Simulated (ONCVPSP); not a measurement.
Hardness and transferability of assorted potentials

Generated with ld1.x 7.5 (TM, RRKJ, ultrasoft, PAW), atompaw 4.2 or ONCVPSP 4.0.1. The cutoff is in Ry: for ld1.x and atompaw files where the sum of valence levels is converged to 10 mRy in a Bessel basis, for ONCV files where the hardest occupied wave has 1 mHa per electron of residual kinetic energy. The error is the largest all-electron minus pseudo excitation energy over each file’s own four to seven test configurations (ionisations up to +4, promotions, holes and added fractions of an electron), all of which were solved. The labels leave out finer settings (local radius, basis sizes, second energies), which also bear on the numbers. Spin-polarised tests are not counted. The rows are a selection from randomly drawn settings: files with unsolved tests, undetermined cutoffs or missed reference levels are left out.

A true bound ghost makes a file unfit for plane-wave use even where its test errors are small: the radial tests pick states by their node count and pass the ghost by.

| element | potential | cutoff (Ry) | largest error (meV) | bound ghosts |
| --- | --- | --- | --- | --- |
| He | ONCV, PBE, scalar-relativistic, rc 0.50/0.45 (sp), local smoothed, core correction no, reference 1s2, qcut 12/21.4, projectors 2/2 | 363 | +2.1 | none |
| S | ONCV, PBE, fully relativistic, rc 1.35/1.35 (sp), local p, core correction yes, reference 3s2 3p4, qcut 5.5/5.2, projectors 2/0 | 26 | +59 | none |
| Mn | ONCV, PBE, scalar-relativistic, rc 1.15/1.20/1.40 (spd), local smoothed, core correction yes, reference 3s2 3p6 3d5 4s2, qcut 11.3/9.6/12.6, projectors 2/2/1 | 115 | -3.5 | none |
| Ga | ONCV, PBE, scalar-relativistic, rc 1.65/2.55/1.15 (spd), local d, core correction no, reference 3d10 4s1.75 4p1.25, qcut 3.1/2.8/11.9, projectors 1/1/0 | 130 | -214 | s, p |
| Zr | ONCV, PBE, fully relativistic, rc 1.85/1.45/2.30 (spd), local smoothed, core correction yes, reference 4s2 4p6 4d1, qcut 8.2/6.3/7, projectors 2/2/2 | 39 | +5.8 | none |
| In | ONCV, PBE, scalar-relativistic, rc 1.35/1.20/1.45 (spd), local smoothed, core correction yes, reference 4s2 4p6 4d10 5s1, qcut 11.8/13.3/12.9, projectors 2/1/2 | 110 | +138 | none |
| Bi | ONCV, BLYP, scalar-relativistic, rc 1.40/1.70/1.50 (spd), local smoothed, core correction yes, reference 5s2 5p6 5d10 6s2 6p3, qcut 9.6/7.4/10, projectors 2/2/2 | 67 | -52 | none |

Task: Fill in the row for Rh: ONCV, PBEsol, scalar-relativistic, rc 2.50/2.45/2.00 (spd), local d, core correction yes, reference 4d8 5s1, qcut 2/3.5/9.2, projectors 2/2/0.

Result: cutoff 49 Ry, largest error -495 meV, bound ghosts: s.

Task: Fill in the row for Rh: ONCV, Wu-Cohen, non-relativistic, rc 1.65/1.20/1.20/1.50 (spdf), local smoothed, core correction no, reference 4s2 4p6 4d7, qcut 5.7/7.3/6.7/8, projectors 2/3/2/2.

Result: cutoff 243 Ry, largest error -158 meV, bound ghosts: p.

Task: Fill in the row for Zr: ONCV, LDA (Perdew-Wang 92), scalar-relativistic, rc 2.10/1.45/2.40 (spd), local smoothed, core correction yes, reference 4s2 4p6 4d2 5s2, qcut 6.8/4.6/5.9, projectors 2/3/1.

Result: cutoff 33 Ry, largest error -7.8 meV, bound ghosts: none.
